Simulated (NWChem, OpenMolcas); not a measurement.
**SiClOF2 (SMILES [O][Si](F)(F)Cl): methods side by side**

SiClOF2: 5 atoms, total charge 0, spin state doublet. SMILES: `[O][Si](F)(F)Cl`. The shape is that of a PBE0-D4/def2-TZVP optimisation.

Each level gives the dipole moment (D). The values are calculated.

| level | kind | program | value (D) | CPU time |
| --- | --- | --- | --- | --- |
| UHF/def2-SVP | Hartree–Fock | NWChem | 0.34 | 42 s |
| UBLYP/def2-SVP | GGA | OpenMolcas | 1.18 | 40 s |
| U-r2SCAN/def2-SVP | meta-GGA | OpenMolcas | 0.34 | 35 s |
| UM06-L/def2-SVP | meta-GGA | OpenMolcas | 0.32 | 38 s |
| UTPSS/def2-SVP | meta-GGA | OpenMolcas | 0.44 | 38 s |
| UB3LYP/def2-SVP | global hybrid | OpenMolcas | 0.77 | 31 s |
| UM06-2X/def2-SVP | hybrid meta-GGA | NWChem | 0.44 | 55 s |
| UPBE0/def2-SVP | global hybrid | OpenMolcas | 0.63 | 35 s |

The values span 0.32 to 1.18 D. Magnitudes only. CPU times are rough (shared hosts, several kinds of processor and program).
